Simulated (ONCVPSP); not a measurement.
# Transferability test, ONCV potential for P (Z = 15)

* Element: phosphorus
* Generator: ONCVPSP 4.0.1
* Type: optimised norm-conserving Vanderbilt (ONCV)
* Functional: PBEsol
* Relativity: scalar-relativistic
* Frozen core: [Ne]
* Valence charge: 5
* Reference configuration: 3s2 3p3
* Partial waves: 3s: rc 1.55 bohr, ncon 4, nbas 8, qcut 4.8 1/bohr, 2 projectors, debl 3.6 Ha; 3p: rc 1.95 bohr, ncon 3, nbas 6, qcut 3.5 1/bohr, 3 projectors, debl 2.4 Ha
* Local potential: polynomial inside 1.20 bohr (lpopt 3, dvloc0 0 Ha)
* Core correction: none

Energies are relative to the spin-unpolarised reference configuration 3s2 3p3; without spin polarisation the order of configurations can differ from experiment.

(1) Give the all-electron excitation energy and the error of the potential for: 3s2 3p2; 3s2 3p1; 3s2 3p0; 3s1 3p3.

## Answers

(1)

```tsv
valence configuration	charge	ΔE all-electron (eV)	error AE − PS (meV)
3s2 3p2	+1	9.698	-0.1
3s2 3p1	+2	28.810	+4.6
3s2 3p0	+3	58.516	+32
3s1 3p3	+1	18.793	+5.5
```
